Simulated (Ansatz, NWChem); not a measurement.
## Ligand exchange: InH2Br + SiH(SiH3)Br2 → SiH3(InH2) + SiHBr3

Species: InH2Br `[Br][InH2]`, singlet; SiH(SiH3)Br2, singlet; SiH3(InH2), singlet; SiHBr3 `Br[SiH](Br)Br`, singlet. The partners trade Br for SiH3: In–Br and Si–SiH3 bonds give way to In–SiH3 and Si–Br.

Shapes, held fixed at every level: PBE0-D4/def2-TZVP. Programs: Ansatz 0.2.0. Electronic energies: no zero-point or thermal term.

| level | kind | ΔE (kJ/mol) | less CCSD(T)/def2-TZVPP | CPU time (sum over the molecules) |
| --- | --- | --- | --- | --- |
| HF/def2-TZVPP | Hartree–Fock | +55.1 | +18.1 | – |
| B3LYP-D4/def2-TZVPP | global hybrid | +39.9 | +2.9 | 56 s |
| wB97M-V/def2-TZVPP | range-separated hybrid | +33.1 | -3.9 | 2.2 min |
| wB97X-V/def2-TZVPP | range-separated hybrid | +40.1 | +3.1 | 94 s |
| B2PLYP/def2-TZVPP | double hybrid | +39.2 | +2.2 | 66 s |
| MP2/def2-TZVPP | perturbation theory | +31.2 | -5.8 | – |
| CCSD(T)/def2-SVP | coupled cluster or CI | +43.0 | +6.0 | 81 s |
| CCSD(T)/def2-TZVPP | coupled cluster or CI | +37.0 | 0.0 | 17 min |

The highest level, CCSD(T)/def2-TZVPP, gives ΔE = +37.0 kJ/mol; the levels span +31.2 to +55.1. The column of differences is taken from that level and isn't an error. No measured value is set beside it here. For atoms past krypton def2 sets carry core potentials with scalar relativity. Relativity is left out for Br unless named. Correlated rows may include outer-core shells of Br, In, which these sets cover unevenly. Times are processor times on shared x86 and Arm servers, and rough.
